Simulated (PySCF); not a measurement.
Mapped SMILES: `[CH3:1][C:2]1=[C:3]([C:4]([F:5])([F:6])[F:7])[CH:8]=[CH:9][SiH2:10]1`. Hydrogens are named by the atom that carries them.

GIAO PBE0/pcSseg-1 shifts (PySCF, gas phase, non-relativistic, equivalent atoms averaged), each against references optimised in the same way as the molecule (TMS, CFCl3).

On the GFN2-xTB geometry: C8 156.8, C2 156.7, C3 146.8, C4 133.7, C9 129.4, C1 17.2, F5/F6/F7 -75.2, Si10 -36.0, H(C8) 7.35, H(C9) 6.03, H(Si10) 4.66, H(C1) 2.43 ppm.

Q: What changes on the PBE0-D3(BJ)/def2-SVP geometry?

A: 
```csv
atoms,δ (ppm),change
C8,158.2,+1.4
C2,152.6,-4.1
C3,148.6,+1.8
C4,128.5,-5.2
C9,129.3,-0.1
C1,15.8,-1.4
F5/F6/F7,-75.8,-0.6
Si10,-31.6,+4.4
H(C8),7.24,-0.11
H(C9),6.19,+0.16
H(Si10),4.68,+0.02
H(C1),2.29,-0.14
```

Unscaled 19F shifts against computed CFCl3 carry errors that often reach 10 to 50 ppm.

Bonds between heavy atoms that differ most (equivalent bonds averaged): C3–C8 1.462 → 1.485 Å, C9–Si10 1.880 → 1.863 Å, Si10–C2 1.906 → 1.892 Å, C2–C3 1.345 → 1.356 Å, C8–C9 1.337 → 1.348 Å. Mean change of bonds to hydrogen: C–H +0.013 Å, Si–H +0.034 Å.
